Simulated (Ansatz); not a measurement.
Mulliken charges of C$_{2}$H$_{5}$BO$_{2}$ (`B1COCO1`) from B3LYP/def2-TZVPP in Ansatz (PBE0-D4/def2-TZVP geometry).

| atom | x (Å) | y (Å) | z (Å) | charge (e) |
| --- | --- | --- | --- | --- |
| B1 | -1.069 | 0.156 | 0.498 | 0.096 |
| C2 | -0.198 | -1.096 | 0.116 | -0.058 |
| O3 | 1.082 | -0.500 | -0.121 | -0.334 |
| C4 | 0.894 | 0.855 | -0.376 | 0.173 |
| O5 | -0.341 | 1.255 | 0.210 | -0.282 |
| H6 | -2.169 | 0.250 | 0.944 | 0.033 |
| H7 | -0.088 | -1.853 | 0.896 | 0.100 |
| H8 | -0.570 | -1.610 | -0.785 | 0.085 |
| H9 | 1.711 | 1.424 | 0.073 | 0.104 |
| H10 | 0.831 | 1.066 | -1.453 | 0.083 |

Problem. By hand: the dipole of these point charges (1 e Å = 4.8032 D).

Solution. Σ q r = (-0.084, -0.038, -0.102) e Å, of length 0.137 e Å = 0.66 D.

Problem. How does the dipole of the full density compare? (Estimate.)

Solution. The calculation gave: (-0.055, -0.071, -0.087) e Å, 0.60 D; the point charges give 1.10 times that, at 20° from its direction.

Point charges leave out the atoms' own dipoles, such as those of lone pairs, and Mulliken's split depends on the basis, so the two needn't agree.

B3LYP here is the variant with VWN-RPA as its local correlation; programs differ in this.
